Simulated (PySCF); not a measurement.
Two species compared at the same levels of theory.

First species: C2H7FO2Si3.
SMILES: `FC([Si]1([SiH2]O[SiH2]1)O)=C`

Second species: C3H4F3NSi.
SMILES: `[H]/N=C\C=C/[Si](F)(F)F`

Levels: B3LYP/def2-SVPD for dipole moment, HOMO energy, LUMO energy, HOMO–LUMO gap, static isotropic polarisability and electronic spatial extent ⟨r²⟩ about the centre of nuclear charge; TDDFT B3LYP/def2-SVPD for lowest singlet excitation; TDA B3LYP/def2-SVPD for lowest triplet excitation (Tamm–Dancoff); GFN2-xTB for rotational constant A and rotational constant C. Geometries: GFN2-xTB. Each structure is a single optimised conformer of the isolated species, non-relativistic unless stated; the electronic structure was computed with PySCF and density fitting.

Dipoles, sizes and rotational constants follow the conformer. The torsions of the flexible species, by atom-mapped SMILES:
- `[CH2:1]=[C:2]([F:3])[Si:4]1([OH:5])[SiH2:6][O:7][SiH2:8]1`: C1–C2–Si4–O5 0°, H–O5–Si4–C2 180°
- `[H]/[N:1]=[CH:2]\[CH:3]=[CH:4]/[Si:5]([F:6])([F:7])[F:8]`: N1–C2–C3–C4 -178°, C3–C4–Si5–F6 -62°

```tsv
property	column X	column Y
dipole moment	2.51 D	3.79 D
HOMO energy	-7.05 eV	-7.97 eV
LUMO energy	-1.43 eV	-2.80 eV
HOMO–LUMO gap	5.62 eV	5.17 eV
lowest singlet excitation	4.67 eV	3.92 eV
lowest triplet excitation (Tamm–Dancoff)	4.14 eV	3.28 eV
static isotropic polarisability	113.4 au	68.6 au
electronic spatial extent ⟨r²⟩ about the centre of nuclear charge	1652 bohr²	1275 bohr²
rotational constant A	1.753 GHz	3.297 GHz
rotational constant C	0.791 GHz	0.893 GHz
```

Problem. Which column belongs to which species?

Solution. Column X is the first species and column Y the second. The first has 15 atoms and 86 electrons, the second 12 and 70.

Problem. How does each property change from the first species to the second?

Solution. dipole moment +1.28 D; HOMO energy -0.92 eV; LUMO energy -1.37 eV; HOMO–LUMO gap -0.45 eV; lowest singlet excitation -0.75 eV; lowest triplet excitation (Tamm–Dancoff) -0.86 eV; static isotropic polarisability -44.8 au; electronic spatial extent ⟨r²⟩ about the centre of nuclear charge -377 bohr²; rotational constant A +1.544 GHz; rotational constant C +0.102 GHz.

On the first: The vertical singlet–triplet gap S1 − T1 is 0.53 eV (TDDFT singlet less Tamm–Dancoff triplet).

On the second: In wavenumbers S1 is 31700 cm⁻¹ (1 eV = 8065.54 cm⁻¹). The polarisability is 10.16 Å³ as a volume (1 au = 0.148185 Å³), or 0.98 au for each of the 70 electrons.
